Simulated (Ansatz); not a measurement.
Program: Ansatz 0.2.0.

Basis-set series for H4MoN2S2 (`[NH2][Mo]([NH2])(=[S])=[S]`). Charge 0, multiplicity 1. Mo takes the def2 core potential. The structure was optimised at the PBE0-D4/def2-TZVP level. It is one conformer, not always the lowest.

```json
{"functional": "PBE0-D4", "basis": "def2-SVP", "functions": "115", "energy (Eh)": "-975.89242", "HOMO (eV)": "-7.04", "LUMO (eV)": "-2.79"}
{"functional": "PBE0-D4", "basis": "def2-TZVPP", "functions": "258", "energy (Eh)": "-976.32491", "HOMO (eV)": "-7.08", "LUMO (eV)": "-2.88"}
{"functional": "ωB97M-V", "basis": "def2-SVP", "functions": "115", "energy (Eh)": "-976.10218", "HOMO (eV)": "-9.00", "LUMO (eV)": "-0.78"}
{"functional": "ωB97M-V", "basis": "def2-TZVPP", "functions": "258", "energy (Eh)": "-976.53697", "HOMO (eV)": "-9.08", "LUMO (eV)": "-0.92"}
```

Give the rows for def2-QZVPP. (Best estimate.)

The calculation gave: 
```tsv
functional	basis	functions	energy (Eh)	HOMO (eV)	LUMO (eV)
PBE0-D4	def2-QZVPP	455	-976.35963	-7.11	-2.90
ωB97M-V	def2-QZVPP	455	-976.56996	-9.11	-0.97
```
